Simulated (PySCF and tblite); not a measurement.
Values are calculated unless marked as measured or tabulated.
# Conformers and averaged properties: C7H10O, numbered as in [O:1]=[CH:2][C@@H:3]1[C@H:4]2[CH2:5][CH2:6][CH2:7][C@@H:8]12

Geometries GFN2-xTB; weights from CAM-B3LYP-D3(BJ)/pcSseg-1 (IEF-PCM, dichloromethane) energies and GFN2-xTB thermal corrections, with symmetry numbers and mirror pairs. Conformers within 3 kcal/mol (GFN2-xTB free energy) were kept, 7 at most. GIAO shieldings: CAM-B3LYP/pcSseg-1 (IEF-PCM, dichloromethane). Couplings: B3LYP/6-31G* with pcJ-1 on H (gas phase; spin-dipole term only for pairs with B, N, F, Si or P). Couplings are for ¹H. H–H couplings come out 0.1 to 0.9 Hz lower than with pcJ-1 on all atoms. Shifts are against TMS (¹H), TMS (¹³C) at the same level; of two unlike H on one atom, a is the less shielded. (PySCF 2.14, tblite 0.8.)

Torsions listed: O1–C2–C3–C4. The 5-ring runs over atoms 4–5–6–7–8.

```csv
conformer,shape,symmetry,E(GFN2) kcal/mol,E(DFT) kcal/mol,G(298.15 K) kcal/mol,weight %,dipole D
1,"5-ring envelope (ring torsions 26, -26, 16, 0, -16°); 33°",Cs,0.13,0.00,0.00,62.0,3.92
2,"5-ring envelope (ring torsions 26, -26, 16, 0, -16°); -147°",Cs,0.00,0.23,0.30,37.5,4.67
3,"5-ring envelope (ring torsions -25, 25, -15, 0, 15°); 33°",Cs,2.11,3.19,2.99,0.4,3.83
4,"5-ring envelope (ring torsions -25, 25, -15, 0, 16°); -146°",Cs,2.03,3.59,3.48,0.2,4.59
```

Weights (%) against temperature:

```json
{"T (K)": "250", "1": "64.0", "2": "35.8", "3": "0.2", "4": "0.1", "S(mix) cal/mol/K": "1.33"}
{"T (K)": "273.15", "1": "63.0", "2": "36.7", "3": "0.3", "4": "0.1", "S(mix) cal/mol/K": "1.35"}
{"T (K)": "298.15", "1": "62.0", "2": "37.5", "3": "0.4", "4": "0.2", "S(mix) cal/mol/K": "1.39"}
{"T (K)": "323.15", "1": "61.1", "2": "38.1", "3": "0.6", "4": "0.3", "S(mix) cal/mol/K": "1.42"}
{"T (K)": "373.15", "1": "59.5", "2": "38.9", "3": "1.1", "4": "0.5", "S(mix) cal/mol/K": "1.50"}
```

Averaged shifts at 298.15 K. ¹H: 9.78 (H2, 1H), 1.99 (H5a/H7a, 2H), 1.95 (H4/H8, 2H), 1.93 (H5b/H7b, 2H), 1.68 (H6a, 1H), 1.60 (H3, 1H), 1.31 (H6b, 1H) ppm. ¹³C: 217.4 (C2), 36.7 (C3), 35.9 (C4/C8), 31.6 (C5/C7), 24.0 (C6) ppm.

Averaged couplings (Hz): ³J(H2,H3) 4.0, ³J(H3,H4) 2.3, ³J(H4,H5a) 5.0, ³J(H4,H5b) 0.2, ³J(H4,H8) 7.0, ²J(H5a,H5b) -13.6, ³J(H5a,H6b) 10.7, ³J(H5a,H6a) 10.0, ³J(H5b,H6b) 9.6, ³J(H5b,H6a) 0.4, ²J(H6b,H6a) -14.3.

Coordinates of conformer 1 (Å):

```xyz
18

O     3.099   -0.763   -0.677
C     2.554   -0.417    0.340
C     1.129   -0.108    0.474
C     0.166   -0.901   -0.400
C    -1.253   -1.013    0.105
C    -1.665    0.429    0.442
C    -0.796    1.332   -0.449
C     0.442    0.515   -0.735
H     3.131   -0.307    1.282
H     0.805    0.189    1.461
H     0.586   -1.717   -0.969
H    -1.878   -1.416   -0.694
H    -1.341   -1.673    0.969
H    -1.468    0.640    1.493
H    -2.727    0.595    0.269
H    -1.301    1.543   -1.394
H    -0.570    2.283    0.033
H     1.076    0.795   -1.563
```

Coordinates of conformer 2 (Å):

```xyz
18

O     3.190   -0.158   -1.804
C     2.509    0.173   -0.868
C     1.071   -0.065   -0.740
C     0.235    0.968   -0.003
C    -1.229    1.022   -0.378
C    -1.706   -0.436   -0.310
C    -0.773   -1.137    0.690
C     0.510   -0.339    0.645
H     2.954    0.706   -0.001
H     0.632   -0.578   -1.585
H     0.716    1.884    0.306
H    -1.756    1.637    0.355
H    -1.392    1.458   -1.364
H    -1.622   -0.904   -1.291
H    -2.749   -0.504   -0.004
H    -1.183   -1.087    1.701
H    -0.622   -2.186    0.438
H     1.207   -0.447    1.464
```

Shifts are unscaled: against experiment ¹³C can be off by 15 ppm or more and ¹H by 0.8 ppm.

Search and properties took 4.8 min on 1 thread of Arm Neoverse V1, shared host (rough), launched as `OMP_NUM_THREADS=1 python ens_run.py task.json out`.
